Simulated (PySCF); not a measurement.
C3H8BBr (SMILES CCB(C)Br), singlet, geometry from GFN2-xTB; CASSCF(6,5)/STO-3G (PySCF).

The PySCF input:
```python
from pyscf import gto, scf, mcscf
import numpy

mol = gto.M(
    atom='''
B    -0.465448   -0.172531    0.693786
Br    0.553068    0.878983   -0.490335
C    -1.043924    0.518246    1.986730
H    -1.621469   -0.149502    2.622308
H    -1.685412    1.361981    1.726016
H    -0.243334    0.942332    2.595476
C    -0.723311   -1.702373    0.389913
C    -0.130473   -2.261534   -0.906002
H    -1.804661   -1.884740    0.390664
H    -0.347003   -2.294174    1.233248
H     0.952403   -2.151958   -0.913689
H    -0.527944   -1.733542   -1.770858
H    -0.366480   -3.318195   -1.014228
''',
    basis='sto-3g',
    charge=0,
    spin=0,
    verbose=4,
)

mf = scf.RHF(mol)
mf.kernel()
mc = mcscf.CASSCF(mf, 5, 6)
mc.fix_spin_(ss=0.0)
mc.kernel()
occ = numpy.linalg.eigvalsh(mc.fcisolver.make_rdm1(mc.ci, mc.ncas, mc.nelecas))[::-1]
ss = mc.fcisolver.spin_square(mc.ci, mc.ncas, mc.nelecas)[0]
print('natural occupations', occ.round(4), ' <S^2>', round(ss, 4))
```

The log (banner, timings and long lists left out):

```
PySCF version 2.14.0

[INPUT] verbose = 4
[INPUT] num. atoms = 13
[INPUT] num. electrons = 66
[INPUT] charge = 0
[INPUT] spin (= nelec alpha-beta = 2S) = 0
[INPUT] symmetry False subgroup None
[INPUT] Mole.unit = angstrom
[INPUT] Symbol           X                Y                Z      unit          X                Y                Z       unit  Magmom
[...]
nuclear repulsion = 303.958163707324
number of shells = 28
number of NR pGTOs = 138
number of NR cGTOs = 46
basis = sto-3g
ecp = {}

******** <class 'pyscf.scf.hf.RHF'> ********
method = RHF
initial guess = minao
damping factor = 0
level_shift factor = 0
DIIS = <class 'pyscf.scf.diis.CDIIS'>
diis_start_cycle = 1
diis_space = 8
diis_damp = 0
SCF conv_tol = 1e-09
SCF conv_tol_grad = None
SCF max_cycles = 50
direct_scf = True
direct_scf_tol = 1e-13
Set gradient conv threshold to 3.16228e-05
Initial guess from minao.
init E= -2682.84341399206
[...]
cycle= 1 E= -2685.90279621185  delta_E= -3.06  |g|= 0.377  |ddm|= 4.02
[...]
cycle= 2 E= -2685.98055292877  delta_E= -0.0778  |g|= 0.0942  |ddm|= 0.903
[...]
cycle= 3 E= -2685.98490991253  delta_E= -0.00436  |g|= 0.0251  |ddm|= 0.189
[...]
cycle= 4 E= -2685.98528141869  delta_E= -0.000372  |g|= 0.00369  |ddm|= 0.0639
[...]
cycle= 5 E= -2685.98529470505  delta_E= -1.33e-05  |g|= 0.0011  |ddm|= 0.0112
[...]
cycle= 6 E= -2685.98529606483  delta_E= -1.36e-06  |g|= 0.000199  |ddm|= 0.00427
[...]
cycle= 7 E= -2685.98529610777  delta_E= -4.29e-08  |g|= 3.8e-05  |ddm|= 0.000767
[...]
cycle= 8 E= -2685.98529610901  delta_E= -1.23e-09  |g|= 7.74e-06  |ddm|= 0.000122
[...]
cycle= 9 E= -2685.98529610904  delta_E= -3.09e-11  |g|= 1.14e-06  |ddm|= 1.9e-05
[...]
Extra cycle  E= -2685.98529610904  delta_E= -1.82e-12  |g|= 3.92e-07  |ddm|= 2.11e-06
converged SCF energy = -2685.98529610904

******** <class 'pyscf.mcscf.mc1step.CASSCF'> ********
CAS (3e+3e, 5o), ncore = 30, nvir = 11
max_cycle_macro = 50
max_cycle_micro = 4
conv_tol = 1e-07
conv_tol_grad = None
orbital rotation max_stepsize = 0.02
orbital rotation threshold for CI restart = 0.01
augmented hessian ah_max_cycle = 30
augmented hessian ah_conv_tol = 1e-12
augmented hessian ah_linear dependence = 1e-14
augmented hessian ah_level shift = 1e-08
augmented hessian ah_start_tol = 2.5
augmented hessian ah_start_cycle = 3
augmented hessian ah_grad_trust_region = 3
kf_trust_region = 3
kf_interval = 4
ci_response_space = 4
ci_grad_trust_region = 3
with_dep4 0
natorb = False
canonicalization = True
sorting_mo_energy = False
ao2mo_level = 2
internal_rotation = False
******** <class 'pyscf.fci.addons.SpinPenaltyFCISolver'> ********
max. cycles = 50
conv_tol = 1e-08
davidson only = True
linear dependence = 1e-12
level shift = 0.001
max iter space = 12
nroots = 1
pspace_size = 400
spin = None
CASCI E = -2685.99391539456  S^2 = 0.0000000
Set conv_tol_grad to 0.000316228
macro iter   1 ( 21 JK    4 micro), CASSCF E = -2686.00187384891  dE = -7.95845434e-03  S^2 = 0.0000000
               |grad[o]|=0.0147  |grad[c]|=0.0439  |ddm|=0.027  |maxRot[o]|=0.311
macro iter   2 ( 21 JK    4 micro), CASSCF E = -2686.00433174967  dE = -2.45790077e-03  S^2 = 0.0000000
               |grad[o]|=0.0118  |grad[c]|=0.0271  |ddm|=0.00469  |maxRot[o]|=0.222
macro iter   3 ( 21 JK    4 micro), CASSCF E = -2686.00531165907  dE = -9.79909396e-04  S^2 = 0.0000000
               |grad[o]|=0.00687  |grad[c]|=0.00509  |ddm|=0.00858  |maxRot[o]|=0.227
macro iter   4 ( 21 JK    4 micro), CASSCF E = -2686.00563142590  dE = -3.19766829e-04  S^2 = 0.0000000
               |grad[o]|=0.00546  |grad[c]|=0.00633  |ddm|=0.0015  |maxRot[o]|=0.0524
macro iter   5 ( 21 JK    4 micro), CASSCF E = -2686.00609932926  dE = -4.67903362e-04  S^2 = 0.0000000
               |grad[o]|=0.00399  |grad[c]|=0.00243  |ddm|=0.00067  |maxRot[o]|=0.107
macro iter   6 ( 12 JK    3 micro), CASSCF E = -2686.00673489825  dE = -6.35568995e-04  S^2 = 0.0000000
               |grad[o]|=0.00332  |grad[c]|=0.0248  |ddm|=0.00375  |maxRot[o]|=0.149
macro iter   7 ( 12 JK    3 micro), CASSCF E = -2686.00743239859  dE = -6.97500334e-04  S^2 = 0.0000000
               |grad[o]|=0.00314  |grad[c]|=0.0325  |ddm|=0.00122  |maxRot[o]|=0.142
macro iter   8 ( 12 JK    3 micro), CASSCF E = -2686.00790450611  dE = -4.72107524e-04  S^2 = 0.0000000
               |grad[o]|=0.00309  |grad[c]|=0.0124  |ddm|=0.00146  |maxRot[o]|=0.119
macro iter   9 ( 21 JK    4 micro), CASSCF E = -2686.00801966708  dE = -1.15160973e-04  S^2 = 0.0000000
               |grad[o]|=0.00257  |grad[c]|=0.00443  |ddm|=0.00112  |maxRot[o]|=0.0749
macro iter  10 (  7 JK    2 micro), CASSCF E = -2686.00822120344  dE = -2.01536354e-04  S^2 = 0.0000000
               |grad[o]|=0.00196  |grad[c]|=0.0051  |ddm|=0.00129  |maxRot[o]|=0.0698
macro iter  11 ( 16 JK    4 micro), CASSCF E = -2686.00814273215  dE =  7.84712906e-05  S^2 = 0.0000000
               |grad[o]|=0.00123  |grad[c]|=0.00241  |ddm|=0.000661  |maxRot[o]|=0.058
macro iter  12 ( 21 JK    4 micro), CASSCF E = -2686.00823817538  dE = -9.54432276e-05  S^2 = 0.0000000
               |grad[o]|=0.000909  |grad[c]|=0.000974  |ddm|=0.000272  |maxRot[o]|=0.0742
macro iter  13 ( 21 JK    4 micro), CASSCF E = -2686.00824232441  dE = -4.14903207e-06  S^2 = 0.0000000
               |grad[o]|=0.000713  |grad[c]|=0.00382  |ddm|=0.000248  |maxRot[o]|=0.0561
macro iter  14 ( 12 JK    3 micro), CASSCF E = -2686.00824345677  dE = -1.13235774e-06  S^2 = 0.0000000
               |grad[o]|=0.000737  |grad[c]|=0.00156  |ddm|=0.000371  |maxRot[o]|=0.0506
macro iter  15 ( 20 JK    4 micro), CASSCF E = -2686.00812123674  dE =  1.22220029e-04  S^2 = 0.0000000
               |grad[o]|=0.000784  |grad[c]|=0.0082  |ddm|=0.00124  |maxRot[o]|=0.161
macro iter  16 ( 21 JK    4 micro), CASSCF E = -2686.00822120644  dE = -9.99697004e-05  S^2 = 0.0000000
               |grad[o]|=0.00164  |grad[c]|=0.000912  |ddm|=0.000384  |maxRot[o]|=0.0719
macro iter  17 ( 21 JK    4 micro), CASSCF E = -2686.00824368363  dE = -2.24771952e-05  S^2 = 0.0000000
               |grad[o]|=0.00141  |grad[c]|=0.000568  |ddm|=0.000583  |maxRot[o]|=0.0145
macro iter  18 (  6 JK    2 micro), CASSCF E = -2686.00829389506  dE = -5.02114281e-05  S^2 = 0.0000000
               |grad[o]|=0.000883  |grad[c]|=0.000827  |ddm|=0.000513  |maxRot[o]|=0.0356
macro iter  19 (  9 JK    3 micro), CASSCF E = -2686.00827715248  dE =  1.67425783e-05  S^2 = 0.0000000
               |grad[o]|=0.000396  |grad[c]|=8.27e-05  |ddm|=0.000102  |maxRot[o]|=0.0272
macro iter  20 ( 21 JK    4 micro), CASSCF E = -2686.00828182894  dE = -4.67646169e-06  S^2 = 0.0000000
               |grad[o]|=0.000444  |grad[c]|=0.000323  |ddm|=0.000128  |maxRot[o]|=0.0427
macro iter  21 ( 13 JK    4 micro), CASSCF E = -2686.00829696039  dE = -1.51314448e-05  S^2 = 0.0000000
               |grad[o]|=0.000542  |grad[c]|=0.000908  |ddm|=0.000229  |maxRot[o]|=0.0323
macro iter  22 ( 15 JK    4 micro), CASSCF E = -2686.00815599257  dE =  1.40967822e-04  S^2 = 0.0000000
               |grad[o]|=0.000332  |grad[c]|=0.00513  |ddm|=0.00111  |maxRot[o]|=0.0829
macro iter  23 ( 21 JK    4 micro), CASSCF E = -2686.00822430594  dE = -6.83133699e-05  S^2 = 0.0000000
               |grad[o]|=0.00116  |grad[c]|=0.000546  |ddm|=0.000127  |maxRot[o]|=0.0423
macro iter  24 ( 21 JK    4 micro), CASSCF E = -2686.00823892362  dE = -1.46176885e-05  S^2 = 0.0000000
               |grad[o]|=0.000972  |grad[c]|=0.00119  |ddm|=0.00045  |maxRot[o]|=0.012
macro iter  25 (  7 JK    2 micro), CASSCF E = -2686.00829897080  dE = -6.00471785e-05  S^2 = 0.0000000
               |grad[o]|=0.000808  |grad[c]|=0.00159  |ddm|=0.000467  |maxRot[o]|=0.0475
macro iter  26 ( 16 JK    4 micro), CASSCF E = -2686.00822595966  dE =  7.30111469e-05  S^2 = 0.0000000
               |grad[o]|=0.000273  |grad[c]|=0.00185  |ddm|=0.000495  |maxRot[o]|=0.0895
macro iter  27 ( 21 JK    4 micro), CASSCF E = -2686.00826789111  dE = -4.19314524e-05  S^2 = 0.0000000
               |grad[o]|=0.000976  |grad[c]|=0.00128  |ddm|=0.000106  |maxRot[o]|=0.0359
macro iter  28 ( 21 JK    4 micro), CASSCF E = -2686.00826110344  dE =  6.78766492e-06  S^2 = 0.0000000
               |grad[o]|=0.000669  |grad[c]|=0.00101  |ddm|=0.000105  |maxRot[o]|=0.0377
macro iter  29 ( 22 JK    4 micro), CASSCF E = -2686.00828750325  dE = -2.63998108e-05  S^2 = 0.0000000
               |grad[o]|=0.000652  |grad[c]|=0.000458  |ddm|=9.79e-05  |maxRot[o]|=0.0367
macro iter  30 ( 19 JK    4 micro), CASSCF E = -2686.00829822613  dE = -1.07228711e-05  S^2 = 0.0000000
               |grad[o]|=0.000528  |grad[c]|=0.000415  |ddm|=0.00014  |maxRot[o]|=0.0252
macro iter  31 ( 15 JK    4 micro), CASSCF E = -2686.00821307599  dE =  8.51501377e-05  S^2 = 0.0000000
               |grad[o]|=0.000318  |grad[c]|=0.00383  |ddm|=0.00129  |maxRot[o]|=0.0483
macro iter  32 ( 20 JK    4 micro), CASSCF E = -2686.00826972817  dE = -5.66521767e-05  S^2 = 0.0000000
               |grad[o]|=0.00119  |grad[c]|=0.000438  |ddm|=0.000756  |maxRot[o]|=0.0299
macro iter  33 (  7 JK    2 micro), CASSCF E = -2686.00829954102  dE = -2.98128525e-05  S^2 = 0.0000000
               |grad[o]|=0.00056  |grad[c]|=0.000619  |ddm|=0.000538  |maxRot[o]|=0.0302
macro iter  34 ( 13 JK    4 micro), CASSCF E = -2686.00829191252  dE =  7.62849595e-06  S^2 = 0.0000000
               |grad[o]|=0.00023  |grad[c]|=0.000249  |ddm|=0.000236  |maxRot[o]|=0.0168
macro iter  35 ( 21 JK    4 micro), CASSCF E = -2686.00829266472  dE = -7.52196229e-07  S^2 = 0.0000000
               |grad[o]|=0.00034  |grad[c]|=0.000245  |ddm|=0.000195  |maxRot[o]|=0.00452
macro iter  36 (  6 JK    2 micro), CASSCF E = -2686.00830408409  dE = -1.14193740e-05  S^2 = 0.0000000
               |grad[o]|=0.000332  |grad[c]|=0.000355  |ddm|=0.000293  |maxRot[o]|=0.0222
macro iter  37 (  3 JK    1 micro), CASSCF E = -2686.00830483171  dE = -7.47614195e-07  S^2 = 0.0000000
               |grad[o]|=8.7e-05  |grad[c]|=0.00012  |ddm|=0.000111  |maxRot[o]|=0.00703
macro iter  38 (  1 JK    1 micro), CASSCF E = -2686.00830483185  dE = -1.40971679e-10  S^2 = 0.0000000
               |grad[o]|=1.6e-05  |grad[c]|=1.45e-05  |ddm|=1.38e-05  |maxRot[o]|=    0
1-step CASSCF converged in  38 macro (599 JK 131 micro) steps
CASSCF canonicalization
Density matrix diagonal elements [1.97902267 1.98404338 1.99540348 0.02013272 0.02139775]
CASSCF energy = -2686.00830483185
CASCI E = -2686.00830483185  E(CI) = -7.94680068376738  S^2 = 0.0000000
natural occupations [1.9959 1.9869 1.9785 0.0214 0.0173]  <S^2> 0.0
```
